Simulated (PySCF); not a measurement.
Cartesian coordinates (Å):
```xyz
7

Ti     0.0317     0.1163    -0.0448
N     -0.3168     1.4335     1.1919
H     -1.1939     1.9704     1.2479
H      0.3371     1.7310     1.9300
H      1.7290     0.0027    -0.3078
H     -0.5119    -1.2896     0.7657
H     -0.9170     0.3720    -1.4582
```
Charge 0, spin multiplicity 1.

Task: What is the computed total energy, LUMO, charge on the central atom (meta-Löwdin), HOMO–LUMO gap, HOMO, dipole moment and charge on the central atom (Mulliken) (TPSSh-D3(BJ)/def2-TZVP // BP86-D3(BJ)/def2-SVP (PySCF 2.14.0))?

Result: 
```yaml
total_energy: -907.2275 Ha
LUMO: -3.02 eV
charge on the central atom (meta-Löwdin): 1.04 e
HOMO–LUMO gap: 4.54 eV
HOMO: -7.56 eV
dipole_moment: 2.31 D
charge on the central atom (Mulliken): 0.83 e
```
